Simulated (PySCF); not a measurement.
Polarisability and C₆ of Tl⁻ (thallium, charge -1)

[Xe] 4f14 5d10 6s2 6p2, high-spin 3P determinant. All numbers are calculated (PySCF 2.14, the spin-free X2C one-electron Hamiltonian (Gaussian nucleus), in x2c-TZVPPall with one added diffuse shell each of s, p, d, f type (12s8p7d4f, 99 functions)). Coupled (time-dependent) response in atomic units; α is the mean over directions.

```json
{"method": "UHF", "mean α (bohr³)": "374.2", "α xx, yy, zz": "226.8, 448.0, 447.9", "C₆ (like pair)": "8961", "S(−4)": "64910"}
```

S(−4) is the Cauchy moment in α(ω) = α(0) + S(−4) ω² + …

Spin-orbit coupling is absent.

α(iu) at UHF:

```json
{"u (hartree)": "0", "α(iu) (bohr³)": "374.2"}
{"u (hartree)": "0.0500", "α(iu) (bohr³)": "267.7"}
{"u (hartree)": "0.100", "α(iu) (bohr³)": "155.3"}
{"u (hartree)": "0.200", "α(iu) (bohr³)": "66.95"}
{"u (hartree)": "0.300", "α(iu) (bohr³)": "38.46"}
{"u (hartree)": "0.500", "α(iu) (bohr³)": "18.95"}
{"u (hartree)": "0.750", "α(iu) (bohr³)": "10.97"}
{"u (hartree)": "1.00", "α(iu) (bohr³)": "7.532"}
{"u (hartree)": "1.50", "α(iu) (bohr³)": "4.453"}
{"u (hartree)": "2.00", "α(iu) (bohr³)": "3.030"}
{"u (hartree)": "3.00", "α(iu) (bohr³)": "1.697"}
{"u (hartree)": "5.00", "α(iu) (bohr³)": "0.7549"}
```

A single London oscillator, α(iu) = α/(1 + u²/ω²), gives C₆ = (3/4) ω α². Matching the computed C₆ needs ω = 4 × 8961 / (3 × 374.2²) = 0.0853 hartree.

For an ion, C₆ is the dispersion term alone; charge-induced terms of lower order in 1/R come first.

The components differ because the open shell of this determinant is not spherical; for a pure term their mean is the scalar polarisability.

Spin-orbit coupling is strong in this species (close to jj coupling), so the high-spin LS determinant is a model state, not a physical level.
